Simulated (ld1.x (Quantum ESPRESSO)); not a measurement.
**boron: one change to a TM potential, before and after**

| Item | Value |
| --- | --- |
| Element | B (Z = 5) |
| Generator | ld1.x (Quantum ESPRESSO) 7.5 |
| Type | norm-conserving Troullier–Martins (Kleinman–Bylander form) |
| Functional | PBEsol |
| Relativity | non-relativistic |
| Frozen core | [He] |
| Valence charge | 3 |
| Reference configuration | 2s2 2p1 |
| Partial waves | 2p (bound): rc 3.80 bohr; 2s (bound): rc 1.55 bohr |
| Local potential | the s channel |
| Core correction | none |

Change: wave 2p (bound): rc 3.80 bohr becomes 2p (bound): rc 3.28 bohr.

Cutoffs: the cutoffs (Ry, on a coarse ladder) from which the occupation-weighted sum of valence levels, in a spherical-Bessel basis at the reference potential, stays within 10 and 1 mRy of its value at 400 Ry; they do not see the model core or the augmentation charge, which bear on the density cutoff. Errors are all-electron minus pseudo energies relative to the spin-unpolarised reference configuration.

What does the change do?

The potential gets neither clearly harder nor softer (18 Ry and 50 Ry → 18 Ry and 50 Ry); the s channel sets the loose cutoff, while the largest relative change is in p, which becomes harder; of the 7 tests that both files solve, the error grows in 0 and shrinks in 7 by more than 15 % and 0.3 meV (median size 86.6 → 53.1 meV); neither file shows a bound ghost. Less of the atom is replaced, so other configurations are described better.

| quantity | base | changed |
| --- | --- | --- |
| cutoff, loose | 18 Ry | 18 Ry |
| cutoff, tight | 50 Ry | 50 Ry |
| loose cutoff by channel (10 mRy a level) | p 8 Ry, s 15 Ry | p 10 Ry, s 15 Ry |
| bound ghosts | none | none |
| error for 2s2 2p0, meV [ΔE 8.14 eV] | +185 | +109 |
| error for 2s1 2p0, meV [ΔE 33.40 eV] | +543 | +342 |
| error for 2s2 2p0.5, meV [ΔE 2.86 eV] | +28 | +16 |
| error for 2s1 2p2, meV [ΔE 5.81 eV] | -37 | -19 |
| error for 2s2 2p1.3, meV [ΔE -0.72 eV] | +2.9 | +1.4 |
| error for 2s1 2p1, meV [ΔE 14.26 eV] | -87 | -53 |
| error for 2s0 2p3, meV [ΔE 11.64 eV] | -135 | -71 |
